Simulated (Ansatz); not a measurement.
A run for Ansatz (a program for electronic structure): U-PBE0/def2-TZVPP on TaSe, 2S+1 = 6, a spin state set in the input, which need not be the lowest. Elements past Kr take the def2 small-core potentials; no spin–orbit coupling.

Ansatz 0.2 input:
```yaml
crystal:
  periodic: [false, false, false]
  atoms:
    - {symbol: Ta, position_ang: [0.00000000, 0.00000000, 0.00000000]}
    - {symbol: Se, position_ang: [0.00000000, 0.00000000, 2.75500000]}
basis:
  gaussian:
    orbitals: def2-TZVPP
hamiltonian:
  xc: {name: PBE0}
magnetization: {spin_polarized: true, initial_magnetization: 5}
relax: {f_tol: 0.002, max_steps: 120}
```

It printed:

```
WARN ansatz: RAYON_NUM_THREADS=2 ignored (pool sized by the plan → 2); use --threads N
Functional definition: PBE0
integrals: 0.03 GiB planned
820 factors; their error is unknown
mean field: 0.47 GiB planned
mean field evaluation 1: about -66887.4971 eV, gradient 1.1e1 eV
mean field evaluation 2: about -66887.9910 eV, gradient 8.5e0 eV
mean field evaluation 4: about -66888.3829 eV, gradient 1.0e0 eV
mean field evaluation 8: about -66888.4102 eV, gradient 1.2e-1 eV
mean field evaluation 16: about -66888.8320 eV, gradient 2.5e-3 eV
mean field evaluation 32: about -66888.9581 eV, gradient 6.0e-3 eV
mean field evaluation 64: about -66888.7720 eV, gradient 3.2e0 eV
mean field -66888.95814788 eV, -2458.1238729704 hartree, gradient 2.7e-6 eV, S^2 8.760876; 5 other end points of the search recorded, 0 dependent functions left out
the calculation of the forces begins
reference -66888.95817422 eV, -2458.1238739384 hartree; 26, 21 occupied and 78, 83 virtual orbitals, 820 factors
relax step   1: F+E_penalty+E_count = -66888.95814788 eV  Δ(F+E_penalty+E_count) = +0.000e0 eV  max|allowed force component| = 1.639e0 eV/Å  Δτ_max = 0.0000 Å  (239 SCF iters, accepted)
these checks for a lower state are left out or cut short: starts, cluster_reference, orbital_swaps, neighbouring_geometries, increment
integrals: 0.03 GiB planned
820 factors; their error is unknown
mean field: 0.48 GiB planned
mean field -66889.18309424 eV, -2458.1321395966 hartree, gradient 3.3e-6 eV, S^2 8.761990; 0 other end points of the search recorded, 0 dependent functions left out
the calculation of the forces begins
reference -66889.18312045 eV, -2458.1321405599 hartree; 26, 21 occupied and 78, 83 virtual orbitals, 820 factors
relax step   2: F+E_penalty+E_count = -66889.18309424 eV  Δ(F+E_penalty+E_count) = -2.249e-1 eV  max|allowed force component| = 4.920e-2 eV/Å  Δτ_max = 0.1199 Å  (87 SCF iters, accepted)
these checks for a lower state are left out or cut short: starts, cluster_reference, orbital_swaps, neighbouring_geometries, increment
integrals: 0.03 GiB planned
820 factors; their error is unknown
mean field: 0.47 GiB planned
mean field evaluation 96: about -66889.1832 eV, gradient 2.0e-5 eV
mean field -66889.18316840 eV, -2458.1321423220 hartree, gradient 3.4e-6 eV, S^2 8.761964; 0 other end points of the search recorded, 0 dependent functions left out
the calculation of the forces begins
reference -66889.18319462 eV, -2458.1321432855 hartree; 26, 21 occupied and 78, 83 virtual orbitals, 820 factors
relax step   3: F+E_penalty+E_count = -66889.18316840 eV  Δ(F+E_penalty+E_count) = -7.416e-5 eV  max|allowed force component| = 2.762e-2 eV/Å  Δτ_max = 0.0035 Å  (80 SCF iters, accepted)
these checks for a lower state are left out or cut short: starts, cluster_reference, orbital_swaps, neighbouring_geometries, increment
integrals: 0.03 GiB planned
820 factors; their error is unknown
mean field: 0.47 GiB planned
mean field -66889.18320347 eV, -2458.1321436106 hartree, gradient 2.2e-6 eV, S^2 8.761973; 0 other end points of the search recorded, 0 dependent functions left out
the calculation of the forces begins
reference -66889.18322968 eV, -2458.1321445740 hartree; 26, 21 occupied and 78, 83 virtual orbitals, 820 factors
relax step   4: F+E_penalty+E_count = -66889.18320347 eV  Δ(F+E_penalty+E_count) = -3.506e-5 eV  max|allowed force component| = 2.444e-4 eV/Å  Δτ_max = 0.0013 Å  (85 SCF iters, accepted)
integrals: 0.03 GiB planned
820 factors; their error is unknown
mean field: 0.47 GiB planned
mean field evaluation 128: about -66889.1832 eV, gradient 1.0e-3 eV
mean field evaluation 160: about -66889.0158 eV, gradient 4.9e-5 eV
mean field evaluation 192: about -66889.0914 eV, gradient 5.6e-1 eV
mean field -66889.18320347 eV, -2458.1321436106 hartree, gradient 2.1e-6 eV, S^2 8.761973; 6 other end points of the search recorded, 0 dependent functions left out
the calculation of the forces begins
reference -66889.18322968 eV, -2458.1321445740 hartree; 26, 21 occupied and 78, 83 virtual orbitals, 820 factors
Total energy: -66889.18322968 eV, -2458.1321445740 hartree
Atom 0 at     0.000000     0.000000     0.117641 Å, force     0.000000     0.000000     0.000244 eV/Å
Atom 1 at    -0.000000    -0.000000     2.637359 Å, force    -0.000000    -0.000000    -0.000244 eV/Å
Dipole moment:     0.000000    -0.000000    -0.550297 e Å
```

The run converged.

Cost: roughly 60 core-seconds.
